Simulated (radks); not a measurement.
The phosphorus ion P7+ is in [He] 2s2 2p4. All-electron calculation, scalar-relativistic Kohn-Sham, BLYP, spin-polarised, spherical densities, finite nucleus; Fermi nuclear charge, rms radius of each element as measured or else 0.836 A^(1/3) + 0.57 fm. Program: a radial shooting solver on a logarithmic mesh with Libxc functionals. Open shells are filled with parallel spins first. One electron is removed from 2p, 1s, 2s in turn, with full relaxation. Which removal costs least, and what does each cost?

Answer. 2p 309.11 eV; 2s 352.32 eV; 1s 2360.1 eV. The 2p electron leaves first.
